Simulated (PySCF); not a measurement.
Computed with PySCF, PBE0, basis Cu def2-TZVP, N def2-TZVP, Cl def2-TZVP (no relativity, density fitting). Open shells, if any, are unrestricted.

Task: What spin state, shape and geometry does isolated ClCuN take (every ligand bound to Cu)?

Result: Formally Cu is in oxidation state +4, d7, with 3 unpaired electrons (the high-spin count). The Mulliken spin on Cu is 0.47, so most of the spin sits on the ligands and the formal count fails. The polar-tensor charge on Cu, 0.45, is far below the formal one. The lowest minimum found is a quartet of C∞v symmetry with Cu–Cl 2.098 Å, Cu–N 1.755 Å; Cl–Cu–N 180.0°. Its harmonic wavenumbers are 61 (π), 386 (σ+), 601 (σ+) cm⁻¹ and its dipole moment is 3.54 D.

Only a few start shapes were tried, so a lower isomer may exist. Other spin states or occupations of the open shell can lie lower.
